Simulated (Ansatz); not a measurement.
PBE exchange is replaced step by step with exact exchange (0 % is PBE, 25 % PBE0; no dispersion term), basis def2-TZVP, Ansatz. System: CdI2. The state is a singlet with charge 0. Geometry: r2SCAN-D4/def2-TZVP, each spin state at its own.

The relaxed triplet has other bonds than the singlet, so its gap is one between isomers.

Geometry of the singlet:

Cartesian coordinates in Å:
```
Cd -0.008 -0.002 0.004
I 1.276 -1.513 1.665
I -1.268 1.515 -1.669
```

In the def2 sets Cd, I take a core potential; there is no spin–orbit coupling. The structure comes from a short search, and lower isomers may exist.

| exact exchange (%) | HOMO (eV) | LUMO (eV) | gap (eV) | triplet − singlet (kJ/mol) | quintet − singlet (kJ/mol) |
| --- | --- | --- | --- | --- | --- |
| 0 | -6.61 | -3.15 | 3.47 | 202.7 | 733.4 |
| 5 | -6.83 | -2.99 | 3.84 | 206.3 | 732.9 |
| 10 | -7.05 | -2.84 | 4.22 | 209.8 | 732.5 |
| 15 | -7.27 | -2.68 | 4.59 | 213.2 | 732.0 |
| 35 | -8.16 | -2.04 | 6.12 | 226.2 | 730.5 |
| 50 | -8.84 | -1.56 | 7.28 | 235.6 | 729.5 |

**Question.** Fit a straight line to the column «quintet − singlet (kJ/mol)» against the share of exact exchange and predict its value at 25 %.

**Answer.** With x = exact exchange (%) and y = quintet − singlet (kJ/mol): mean x = 19.17, mean y = 731.8; Σ(x − x̄)(y − ȳ) = -145, Σ(x − x̄)² = 1871; slope b = -0.0775, intercept a = ȳ − b·x̄ = 733.3. The residuals of the fitted rows reach 0.1. At x = 25 the line gives 733.3 + (-0.0775 × 25) = 731.4; the run gave 731.2, 0.2 less than the line.
